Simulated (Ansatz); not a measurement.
Ideal-gas functions of `[OH][Ga]1[BH]O[CH2]1` at 800 K and 1 bar, from an Ansatz frequency run at PBE0-D4/def2-TZVP.

Molar mass 128.58 g/mol, point group Cs (symmetry number 1), electronic degeneracy 1, moments of inertia 46.047, 210.484, 253.358 u Å². Harmonic wavenumbers (cm⁻¹, unscaled): 90, 152, 275, 360, 373, 494, 632, 651, 710, 758, 796, 882, 1038, 1151, 1196, 1335, 1473, 2651, 3071, 3132, 3893.

Use S(trans) = R[1.5 ln M + 2.5 ln T − 1.1517]; rotational temperatures θ = 24.2544 K / I; S(rot) = R[ln(√π/σ · √(T³/θAθBθC)) + 1.5]; for each mode x = 1.438777 ν̃/T, S = R[x/(eˣ − 1) − ln(1 − e⁻ˣ)] and H = RT x/(eˣ − 1); 1 cm⁻¹ = 0.0119627 kJ/mol; R = 8.31446 J/(mol·K).

By hand: the entropy, in J/(mol·K).

Translation 189.9. Rotation: θ = 0.5267, 0.1152, 0.0957 K, giving 122.0. Vibration, mode by mode: 23.46, 19.12, 14.25, 12.07, 11.79, 9.57, 7.68, 7.46, 6.82, 6.35, 6.01, 5.30, 4.24, 3.61, 3.38, 2.78, 2.29, 0.41, 0.22, 0.20, 0.06, in all 147.1. Electronic 0.0. Sum 459.0 J/(mol·K).

By hand: H − E and G − E in kJ/mol, counted from the electronic energy.

Zero-point energy ½ × 25113 × 0.0119627 = 150.2; thermal vibration 59.4; translation, rotation and pV give 4 RT = 26.6. H − E = 236.2 kJ/mol, and G − E = 236.2 − 800 × 459.0/1000 = -131.0 kJ/mol.

Vibration gives 32 % of the entropy, 23.5 J/(mol·K) of it from the mode under 150 cm⁻¹: soft modes count most, and the harmonic formula is weakest for them. The sum counts one conformer and one mirror image; others add a mixing term.
